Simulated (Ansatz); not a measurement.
Ansatz results at the PBE0-D4/def2-TZVP geometry: HOMO–LUMO gap (PBE0/def2-TZVPP) 8.90 eV; LUMO energy (PBE/def2-TZVPP) -0.26 eV; HOMO energy (PBE0/def2-TZVPP) -8.26 eV.

Each molecule was computed in one conformer, which needn't be the lowest.

Question: Which molecule gave them?
A. `[AlH2][O][GaH2]`
B. `C[CH]([AlH2])B(O)Cl`
C. `NBO[SiH2]Cl`
D. `NB(Cl)O[SiH3]`

Answer: C. The others give `C[CH]([AlH2])B(O)Cl`: 6.73, -1.44, -7.35; `[AlH2][O][GaH2]`: 6.73, -2.06, -7.98; `NB(Cl)O[SiH3]`: 8.22, -0.83, -8.20.
